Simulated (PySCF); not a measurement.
# One molecule, several mistakes: BGeH5NO cation

All numbers below are calculated, not measured. The program is PySCF 2.14.0, an open-source quantum chemistry code, run on an isolated molecule that a program drew, which may never have been made. The molecule is BGeH5NO cation (charge +1, singlet), drawn as the SMILES string `B[NH][GeH+][OH]`.

Each row is a Hartree-Fock (HF) and frozen-core CCSD(T) single point in the cc-pVDZ basis, meant for a local HF minimum. Run 1 is clean. Each other run has one planted mistake out of seven kinds, and not every kind appears here: one electron removed, one electron added, multiplicity raised by two, geometry at a saddle point, minimal basis STO-3G, one bond length entered in bohr, all coordinates scaled. The reference is restricted for singlets and unrestricted otherwise, and also for a bond in bohr. Adding or removing an electron swaps singlet and doublet. Electrons count all cores. HOMO and LUMO are orbital energies over both spins, the gradient is its largest component, and the lowest frequency (negative if imaginary) is given only where the gradient is small. Bond lengths are over the 8 bonds as drawn. T1 is the CCSD diagnostic: over 0.02 (restricted) or 0.045 (unrestricted) a single reference is doubtful. Germanium has the cc-pVDZ-PP basis, with a core potential (ECP10MDF) in place of its 10 inner electrons, and its 3s, 3p and 3d shells are frozen in CCSD(T).

Geometry of the clean run:
```xyz
9
BGeH5NO cation, angstrom
B     1.1046   -1.0454   -1.4566
N     0.7751   -0.8656   -0.0585
Ge   -0.8112   -1.1779    0.5940
O    -0.9327   -0.8868    2.2636
H     2.2104   -0.8086   -1.8161
H     0.2335   -1.4271   -2.1804
H     1.4848   -0.5448    0.5814
H    -1.9687   -1.6591   -0.2317
H    -1.7462   -1.0188    2.7410
```

```
run,electrons,basis functions,<S^2>,HOMO (eV),LUMO (eV),gradient (hartree/bohr),lowest frequency (cm^-1),mean bond (Å),longest bond (Å),T1,HF (hartree),CCSD(T) (hartree),mistake
1,56,90,0.000,-17.76,-4.22,1.9e-05,124,1.3417,1.743,0.0163,-450.08198,-450.64826,no fault
2,55,90,0.776,-24.09,-15.14,1.5e-01,-,1.3417,1.743,0.0241,-449.47772,-450.02526,one electron removed
3,57,90,0.769,-5.58,2.99,5.6e-02,-,1.3417,1.743,0.0201,-450.26159,-450.84015,one electron added
4,56,90,0.672,-14.38,-4.41,2.4e-02,-,1.4737,2.243,0.0607,-449.95316,-450.52084,?
5,56,90,2.112,-10.95,-8.49,9.9e-02,-,1.3417,1.743,0.0274,-449.85081,-450.42227,?
```

**Which mistake was planted in run 4, and what did it cost?**

The mean bond changes by a factor of 1.098 and the longest by 1.287, so the molecule wasn't scaled as a whole. A length L in bohr read as angstrom grows by (1/0.5292 - 1) L = 0.890 L. The 8 bonds together grew by 8 x 0.1320 = 1.056 Å, which gives L = 1.187 Å. That is the length of one of the B-H bonds, 1.187 Å in the clean geometry. So the mistake is: one bond length entered in bohr. Subtracting run 1 and multiplying by 627.51 kcal/mol a hartree, the energy moved by 80.8 kcal/mol in HF and 80.0 kcal/mol in CCSD(T).

**Which mistake was planted in run 5, and what did it cost?**

Electrons, basis and geometry are unchanged, and <S^2> is 2.112, beside S(S+1) = 2.00 for a multiplicity of 3. So the mistake is: multiplicity raised by two. Subtracting run 1 and multiplying by 627.51 kcal/mol a hartree, the energy moved by 145.1 kcal/mol in HF and 141.8 kcal/mol in CCSD(T).

Cautions from the logs. Run 4: T1 is over the limit, so its CCSD(T) energy is less reliable.
